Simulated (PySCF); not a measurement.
C6H12OSi.
SMILES with atom numbers: `[CH3:1][CH2:2][O:3][C@H:4]1[CH:5]=[CH:6][CH2:7][SiH2:8]1` (hydrogens: H9, H10, H11 on C1; H12, H13 on C2; H14 on C4; H15 on C5; H16 on C6; H17, H18 on C7; H19, H20 on Si8)

The same species was optimised twice, with GFN2-xTB and with PBE0-D3(BJ)/def2-SVP (PySCF), and the same property calculations (PySCF, gas phase) were run on both structures.

| coordinate | GFN2-xTB | PBE0-D3(BJ)/def2-SVP | change |
| --- | --- | --- | --- |
| C5=C6 (Å) | 1.322 | 1.340 | +0.018 |
| O3–C4 (Å) | 1.425 | 1.410 | -0.015 |
| C1–C2 (Å) | 1.520 | 1.509 | -0.011 |
| C7–Si8 (Å) | 1.907 | 1.900 | -0.007 |
| C6–C7 (Å) | 1.500 | 1.506 | +0.006 |
| C4–Si8 (Å) | 1.928 | 1.932 | +0.004 |
| C2–O3 (Å) | 1.402 | 1.398 | -0.004 |
| C4–C5 (Å) | 1.503 | 1.503 | 0.000 |
| C4–Si8–C7 (°) | 93.2 | 95.6 | +2.4 |
| C5–C4–Si8 (°) | 103.9 | 101.8 | -2.1 |
| C6–C7–Si8 (°) | 104.3 | 102.5 | -1.8 |
| O3–C4–Si8 (°) | 113.6 | 115.0 | +1.4 |
| C4–C5–C6 (°) | 119.0 | 119.8 | +0.8 |
| C5–C6–C7 (°) | 119.4 | 120.0 | +0.6 |
| C2–O3–C4 (°) | 113.0 | 113.5 | +0.5 |
| O3–C4–C5 (°) | 108.9 | 109.3 | +0.4 |
| C1–C2–O3–C4 (°) | 175 | 177 | +2 |
| C2–O3–C4–C5 (°) | 167 | 170 | +3 |

Rotational constants: A = 3584, B = 996.5, C = 846.7 MHz (GFN2-xTB) against A = 3633, B = 986.1, C = 840.3 MHz (PBE0-D3(BJ)/def2-SVP). Point groups within 0.08 Å: C1 and C1.

On the GFN2-xTB structure: HOMO (eV) -6.78 [PBE0/pcSseg-1]; LUMO (eV) 0.40 [PBE0/pcSseg-1]; dipole (D) 1.03 [PBE0/pcSseg-1]; GIAO shielding of C1 (ppm) 168.7 [PBE0/pcSseg-1]; GIAO shielding of C2 (ppm) 115.5 [PBE0/pcSseg-1]; GIAO shielding of O3 (ppm) 271.8 [PBE0/pcSseg-1]; GIAO shielding of C4 (ppm) 104.7 [PBE0/pcSseg-1]; GIAO shielding of C5 (ppm) 43.9 [PBE0/pcSseg-1]; GIAO shielding of C6 (ppm) 47.1 [PBE0/pcSseg-1]; GIAO shielding of C7 (ppm) 170.9 [PBE0/pcSseg-1]; GIAO shielding of Si8 (ppm) 385.2 [PBE0/pcSseg-1].

**Question.** What do these properties become on the PBE0-D3(BJ)/def2-SVP structure?

**Answer.** 
| property | level | on GFN2-xTB | on PBE0-D3(BJ)/def2-SVP | change |
| --- | --- | --- | --- | --- |
| HOMO (eV) | PBE0/pcSseg-1 | -6.78 | -6.82 | -0.04 |
| LUMO (eV) | PBE0/pcSseg-1 | 0.40 | 0.24 | -0.16 |
| dipole (D) | PBE0/pcSseg-1 | 1.03 | 0.91 | -0.12 |
| energy, GFN2-xTB geometry as zero (kcal/mol) | PBE0/pcSseg-1 | 0.0 | -1.1 | -1.1 |
| GIAO shielding of C1 (ppm) | PBE0/pcSseg-1 | 168.7 | 166.9 | -1.8 |
| GIAO shielding of C2 (ppm) | PBE0/pcSseg-1 | 115.5 | 115.7 | +0.2 |
| GIAO shielding of O3 (ppm) | PBE0/pcSseg-1 | 271.8 | 275.1 | +3.3 |
| GIAO shielding of C4 (ppm) | PBE0/pcSseg-1 | 104.7 | 107.3 | +2.6 |
| GIAO shielding of C5 (ppm) | PBE0/pcSseg-1 | 43.9 | 39.5 | -4.4 |
| GIAO shielding of C6 (ppm) | PBE0/pcSseg-1 | 47.1 | 43.6 | -3.5 |
| GIAO shielding of C7 (ppm) | PBE0/pcSseg-1 | 170.9 | 170.5 | -0.4 |
| GIAO shielding of Si8 (ppm) | PBE0/pcSseg-1 | 385.2 | 380.9 | -4.3 |

The heavy atoms differ by 0.029 Å rms after alignment. Among bonds between heavy atoms C5=C6 changes most (+0.018 Å). Changes are differences of the printed values. Neither structure is proved a minimum here.
